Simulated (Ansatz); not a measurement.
Species: C$_{3}$H$_{13}$N$_{3}$Si, charge 0, multiplicity 1. SMILES: CN[SiH](NC)NC
Coordinates optimised at B3LYP-D3(BJ)/def2-TZVP (Ansatz, a first-principles code):
```xyz
20

C      2.8801     0.0349    -0.1058
N      1.5969    -0.4133    -0.6212
Si     0.0915    -0.2203     0.1893
N     -0.8119     1.2400     0.1114
C     -0.6203     2.3929     0.9744
N     -0.9094    -1.4151    -0.5249
C     -2.3419    -1.5762    -0.3357
H      2.8398     0.0678     0.9842
H      3.1637     1.0356    -0.4544
H      3.6823    -0.6565    -0.3794
H      1.5819    -0.5104    -1.6256
H      0.4524    -0.3181     1.6287
H     -1.2927     1.4570    -0.7489
H     -1.5748     2.8575     1.2388
H      0.0193     3.1652     0.5303
H     -0.1477     2.0727     1.9044
H     -0.4462    -2.2580    -0.8275
H     -2.8402    -1.8483    -1.2713
H     -2.7668    -0.6322     0.0040
H     -2.5900    -2.3388     0.4119
```
Charge 0, spin multiplicity 1.

Parts of the frozen-core correlation energy in cc-pwCVTZ (Ansatz, hartree). Frozen orbitals: 11; correlated occupied orbitals by spin: 22 and 22; virtual: 466 and 466. Spin-orbit coupling is left out. No relativistic terms.

```json
[
 {"term": "reference (HF)", "value": "-573.65276"},
 {"term": "MP2 opposite-spin", "value": "-1.01017"},
 {"term": "MP2 same-spin", "value": "___"},
 {"term": "CCSD correlation", "value": "___"},
 {"term": "(T)", "value": "___"},
 {"term": "T1 diagnostic", "value": "0.010"},
 {"term": "largest doubles amplitude", "value": "0.009"}
]
```

What belongs in the gaps?


- MP2 same-spin, value: -0.29876
- CCSD correlation, value: -1.37149
- (T), value: -0.05428
